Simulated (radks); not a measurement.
The numbers below are computed, except where a source is named.
Task: Species: Rh. Configuration: [Ar] 3d10 4s2 4p5 4d8 5s2 (not the ground configuration). Code: a radial shooting solver on a logarithmic mesh with Libxc functionals. Model: Dirac Kohn-Sham, RPBE, spin-unpolarised, spherical densities, finite nucleus; open shells are shared between the two j in proportion to 2j + 1; Fermi nuclear charge, rms radius 4.4945 fm.

Spin-orbit splittings of the eigenvalues, e(l+1/2) - e(l-1/2), with zeta = 2 splitting/(2l+1) and mean radii in bohr:

| shell | occ. | splitting (eV) | zeta (eV) | <r> j=l-1/2 | <r> j=l+1/2 |
|---|---|---|---|---|---|
| 2p | 6 | ? | ? | 0.1203 | 0.1252 |
| 3p | 6 | 24.89 | 16.59 | 0.3829 | 0.3936 |
| 3d | 10 | 4.910 | 1.964 | 0.3681 | 0.3716 |
| 4p | 5 | 3.979 | 2.653 | 1.050 | 1.080 |
| 4d | 8 | 0.4426 | 0.1770 | 1.464 | 1.484 |

Estimate the 2p splitting.

Result: 144.6 eV (zeta = 96.42 eV).
